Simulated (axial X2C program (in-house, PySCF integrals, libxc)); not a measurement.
**Potential curves of TeF, with spin–orbit coupling**

Computed with an axial X2C code built on PySCF integrals. Two-component (2c) means X2C with spin–orbit coupling and atomic mean-field two-electron Coulomb and Gaunt terms. Basis: Te dyall-cv3z [11s12p8d4f1g], F dyall-av3z [7s6p3d2f] (cores contracted in-house); Gaussian nuclei, density fitting, unrestricted open shells. Masses: Te 129.906 u, F 18.998 u.

State: Ω = 3/2 (⟨Sz⟩ = 0.51, ⟨Lz⟩ = 0.99 at PBE0). Energies in eV from the fragments at the same level (Te + F). Fits are polynomials in 1 − R0/R over 0.85 to 1.23 times the lowest point R0.

```csv
R (Å),PBE0,PBE
1.6678,-2.4381,-2.7126
1.7445,-3.0883,-3.4230
1.8020,-3.3602,-3.7386
1.8595,-3.4974,-3.9179
1.9170,-3.5336,-3.9945
1.9841,-3.4824,-3.9882
2.0512,-3.3597,-3.9079
2.1375,-3.1334,-3.7325
2.2429,-2.7982,-3.4542
2.3963,-2.2736,-3.0020
```

The state is a single determinant with fixed occupations, the lowest that a limited PBE0 search found. Dissociation energies refer to the lowest single-determinant-based atoms at the same level and basis. Density functionals use the spin component along the axis (collinear). The 2c atoms are single determinants rather than J levels; their spin–orbit lowering is only partly caught, and De is too large by that part. This holds for PBE0, PBE. Without a current term, density functionals place determinants with orbital angular momentum somewhat too high.

Question: What are Re, ωe and De at the PBE0 level?

Answer: At PBE0, 2c: Re = 1.913 Å, ωe ≈ 615 cm⁻¹, De = 3.53 eV to Te + F; Be follows as 0.278 cm⁻¹.

Question: Fit the PBE curve near its minimum: give the equilibrium distance, the harmonic wavenumber and the well depth.

Answer: At PBE, 2c: Re = 1.945 Å, ωe ≈ 573 cm⁻¹, De = 4.00 eV to Te + F; Be follows as 0.269 cm⁻¹.
